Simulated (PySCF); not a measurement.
Identify the unknown among the candidates.

All candidates are C4H11F2NSi2.

* Rotational structure: rotational constants A, B, C: 1.747, 0.757, 0.580 GHz [GFN2-xTB]
* NMR, other nuclei: isotropic shieldings of nuclei other than C and H, by class: 248 (1 N), 353 (1 F), 406 (1 F), 350 (1 Si), 407 (1 Si) ppm [GIAO PBE0/pcSseg-1]
* 1H NMR: chemical shifts (computed TMS as zero) by class: 5.44 (1 H), 5.09 (1 H), 4.86 (3 H), 3.68 (1 H), 0.88 (1 H), 0.75 (1 H), 0.70 (1 H), 0.65 (1 H), 0.33 (1 H) ppm [GIAO PBE0/pcSseg-1]
* Dipole: 1.53 D [PBE0/pcSseg-1]
* 13C NMR: chemical shifts (computed TMS as zero) by class: 94.6 (1 C), 13.4 (1 C), 12.4 (1 C), 5.8 (1 C) ppm [GIAO PBE0/pcSseg-1]

Electronic properties: PySCF, gas phase, density fitting. Levels stand in brackets. Isolated species at its GFN2-xTB geometry (one conformer only). Each NMR value is the plain mean over a class of atoms that symmetry, rotation or inversion makes alike.

Question: Which candidate is it?
A. `FCC1([Si@@H](F)N[SiH3])CC1`
B. `C=C(C)C(F)(F)[SiH2][SiH2]N`
C. `N[SiH2][SiH2]C(F)(F)C1CC1`
D. `C=CCC(F)(F)[SiH2][SiH2]N`

Answer: A. It is `FCC1([Si@@H](F)N[SiH3])CC1`. Numbering: `[F:1][CH2:2][C:3]1([Si@@H:4]([F:5])[NH:6][SiH3:7])[CH2:8][CH2:9]1`. Its formula, C4H11F2NSi2, gives 1 degree of unsaturation: 1 ring and 0 π bonds in the structure found. 4 carbons fall into 4 classes; from least to most shielded: sp3 C–F carbon [C2] (94.6 ppm), ring sp3 carbon bound to silicon [C3] (13.4 ppm), three-membered-ring carbon [C8] (12.4 ppm), three-membered-ring carbon [C9] (5.8 ppm). Hydrogen classes from least to most shielded: 1 H on an sp3 C–F carbon, C2 (5.44 ppm), 1 H on a fluorine-bound silicon, Si4 (5.09 ppm), 3 H on an SiH3 silicon, Si7 (4.86 ppm), 1 H on an sp3 C–F carbon, C2 (3.68 ppm), 1 H on a three-membered-ring carbon, C9 (0.88 ppm), 1 H on a nitrogen bridging silicon atoms, N6 (0.75 ppm), 1 H on a three-membered-ring carbon, C8 (0.70 ppm), 1 H on a three-membered-ring carbon, C8 (0.65 ppm), 1 H on a three-membered-ring carbon, C9 (0.33 ppm). The other shieldings belong to: 248 ppm, nitrogen bridging silicon atoms [N6]; 353 ppm, silicon-bound fluorine [F5]; 406 ppm, alkyl fluorine [F1]; 350 ppm, fluorine-bound silicon [Si4]; 407 ppm, SiH3 silicon [Si7]. The optimised geometry has point group C1 and is an asymmetric top.

The others, at the same levels:
- `C=CCC(F)(F)[SiH2][SiH2]N` fails: its computed 13C shifts are 142.5 (1 C), 137.4 (1 C), 126.8 (1 C), 51.0 (1 C) ppm, 1H shifts are 6.25 (1 H), 5.58 (1 H), 5.54 (1 H), 5.27 (2 H), 4.01 (2 H), 2.82 (2 H), -0.24 (2 H) ppm and rotational constant A is 1.940 GHz (against 1.747 GHz).
- `C=C(C)C(F)(F)[SiH2][SiH2]N` fails: its computed 13C shifts are 152.5 (1 C), 135.8 (1 C), 119.2 (1 C), 21.7 (1 C) ppm, 1H shifts are 5.48 (1 H), 5.39 (1 H), 5.33 (2 H), 4.08 (2 H), 2.10 (3 H), -0.23 (2 H) ppm and rotational constant A is 2.321 GHz (against 1.747 GHz).
- `N[SiH2][SiH2]C(F)(F)C1CC1` fails: it has 3 carbon classes against 4; its computed 13C shifts are 140.7 (1 C), 21.9 (1 C), 5.1 (2 C) ppm, 1H shifts are 5.23 (2 H), 3.73 (2 H), 1.54 (1 H), 0.69 (2 H), 0.51 (2 H), -0.14 (2 H) ppm and rotational constant A is 2.283 GHz (against 1.747 GHz).

Each candidate is one conformer, not necessarily the lowest. Dipoles, sizes and rotational constants follow the conformer. The torsions of the flexible species, by atom-mapped SMILES:
- `[F:1][CH2:2][C:3]1([Si@@H:4]([F:5])[NH:6][SiH3:7])[CH2:8][CH2:9]1`: F1–C2–C3–Si4 -56°, C2–C3–Si4–F5 -127°, C3–Si4–N6–Si7 -158°
- `[CH2:1]=[C:2]([CH3:3])[C:4]([F:5])([F:6])[SiH2:7][SiH2:8][NH2:9]`: C1–C2–C4–F5 25°, C2–C4–Si7–Si8 179°, C4–Si7–Si8–N9 180°, H–N9–Si8–Si7 -170°, H–N9–Si8–Si7 52°
- `[NH2:1][SiH2:2][SiH2:3][C:4]([F:5])([F:6])[CH:7]1[CH2:8][CH2:9]1`: N1–Si2–Si3–C4 145°, Si2–Si3–C4–F5 45°, Si3–C4–C7–C8 -54°, H–N1–Si2–Si3 -54°, H–N1–Si2–Si3 168°

The conformers of `C=CCC(F)(F)[SiH2][SiH2]N` aren't listed.
